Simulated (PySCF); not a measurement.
# Calcium: highly charged ions in a basis for the neutral atom

Ca¹⁴⁺ [He] 2s2 2p2, Ca¹⁵⁺ [He] 2s2 2p1. All numbers are calculated (PySCF 2.14, scalar relativity by spin-free X2C-1e, in x2c-TZVPall). No spin-orbit coupling, so a gap to NIST mixes the basis error with missing relativistic terms.

Changed run: basis of the neutral atom used for a highly charged ion. This setting is unsound on purpose.

```
species  method  sound run (hartree)  changed run (hartree)  converged
  Ca¹⁴⁺     UHF              not run             -539.82304        yes
  Ca¹⁴⁺     PBE              not run             -539.84194        yes
  Ca¹⁴⁺     LDA              not run             -538.22772        yes
  Ca¹⁵⁺     UHF              not run             -506.90179        yes
  Ca¹⁵⁺     PBE              not run             -506.91348        yes
  Ca¹⁵⁺     LDA              not run             -505.32056        yes
```

Ionisation energy of Ca¹⁴⁺:

| method | changed run (eV) | NIST (eV) |
| --- | --- | --- |
| UHF | 895.83 | 894 ± 0.4 |
| PBE | 896.03 | 894 ± 0.4 |
| LDA | 895.45 | 894 ± 0.4 |

The contracted functions were made for the neutral atom and can be too rigid for a highly charged ion.
